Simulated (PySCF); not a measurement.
# UHF on Ge²⁺ (germanium, charge +2)

Configuration: [Ar] 3d10 4s2, closed-shell 1S. All numbers are calculated (PySCF 2.14, scalar relativity by spin-free X2C-1e, in ANO-RCC-VTZP).

```json
{
 "Total energy": "-2096.222310 hartree",
 "One-electron energy": "-2899.6947 hartree",
 "Hartree (Coulomb) energy": "881.5828 hartree",
 "Exchange energy": "-78.1104 hartree",
 "⟨S²⟩": "0.0000",
 "⟨L²⟩": "0.000",
 "Sum of ⟨r⟩": "17.95 bohr",
 "Sum of ⟨r²⟩": "19.87 bohr²",
 "Langevin diamagnetic susceptibility": "-15.7 ×10⁻⁶ cm³/mol"
}
```

```
shell  electrons  mean orbital energy (hartree)  rms radius, mean of both spins (bohr)
   1s          2                     -411.56117                                 0.0542
   2s          2                      -54.17213                                  0.227
   2p          6                      -47.26522                                  0.203
   3s          2                       -8.14247                                  0.667
   3p          6                       -5.94381                                  0.701
   3d         10                       -2.33583                                  0.809
   4s          2                       -1.19302                                   2.14
```

Densities and radii are taken from the X2C orbitals without a picture-change correction, which distorts them close to the nucleus.
